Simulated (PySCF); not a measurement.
# Ionisation energy of Yb⁴⁶⁺ by level of theory

Yb⁴⁶⁺ [Ar] 3d6 [3d3/2^4 3d5/2^2, M_J = 4] → Yb⁴⁷⁺ [Ar] 3d5 [3d3/2^4 3d5/2^1, M_J = 5/2], as a difference of total energies. All numbers are calculated (PySCF 2.14, the two-component X2C-1e Hamiltonian, in an even-tempered Gaussian basis (16 s from 11 bohr⁻², ratio 2.8; 12 p from 15 bohr⁻², ratio 2.8; 8 d from 15 bohr⁻², ratio 2.8; 3 f from 51 bohr⁻², ratio 3)). Correlated levels: [Ne] frozen; the 74 highest virtual spinors dropped. "Screened" scales the spin-orbit matrix elements by Boettger's factors to mimic the two-electron term; Breit and QED terms are absent.

```json
{"method": "GHF (spin-free)", "ionisation energy (eV)": "3933.8"}
{"method": "GMP2 (spin-free)", "ionisation energy (eV)": "3934.8"}
{"method": "GHF (screened spin-orbit)", "ionisation energy (eV)": "3930.7"}
{"method": "GMP2 (screened spin-orbit)", "ionisation energy (eV)": "3930.5"}
```

Breit and QED terms and the two-electron picture change are absent.

The spin-free rows relax to the high-spin LS determinant and lack the spin-orbit shift.

The labels give the starting determinants; with spin-orbit coupling the two ends relaxed to ⟨J²⟩ = 20.01, ⟨L²⟩ = 12.33, ⟨S²⟩ = 3.05 and ⟨J²⟩ = 8.75, ⟨L²⟩ = 5.79, ⟨S²⟩ = 3.01.

For comparison: 3929 ± 4 eV (theoretical estimate listed by NIST; NIST Atomic Spectra Database, ionization energies).
